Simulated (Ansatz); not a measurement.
`C=CS[SiH2]N` and `N[SiH2]S[SiH3]` differ in one atom or group.

Ansatz, PBE0-D4/def2-TZVP geometries, multiplicity 1. Each molecule was computed in one conformer, which needn't be the lowest.

```
                                        property  `C=CS[SiH2]N`
             HOMO–LUMO gap (PBE/def2-TZVPP) / eV           4.31
               HOMO energy (PBE/def2-TZVPP) / eV          -5.47
             LUMO energy (B3LYP/def2-TZVPP) / eV          -0.41
         HOMO–LUMO gap (ωB97M-V/def2-TZVPP) / eV          10.50
size of the dipole moment (B3LYP/def2-TZVPP) / D           1.90
             HOMO energy (B3LYP/def2-TZVPP) / eV          -6.34
```

Task: What does the change do to each property? (An estimate is asked.)

Result: Ansatz gave: 
```
                                        property  `N[SiH2]S[SiH3]`  shift
             HOMO–LUMO gap (PBE/def2-TZVPP) / eV              5.26   0.95
               HOMO energy (PBE/def2-TZVPP) / eV             -6.04  -0.57
             LUMO energy (B3LYP/def2-TZVPP) / eV             -0.16   0.25
         HOMO–LUMO gap (ωB97M-V/def2-TZVPP) / eV             11.09   0.59
size of the dipole moment (B3LYP/def2-TZVPP) / D              1.31  -0.59
             HOMO energy (B3LYP/def2-TZVPP) / eV             -7.01  -0.67
```

With PBE0 the HOMO falls by 0.69 eV and the LUMO rises by 0.27 eV, so the gap widens by about 0.96 eV. PBE moves the HOMO by -0.57 eV and ωB97M-V by -0.75 eV. Dipoles are sizes alone; their direction can turn.

B3LYP here is the variant with VWN-RPA as its local correlation; programs differ in this.
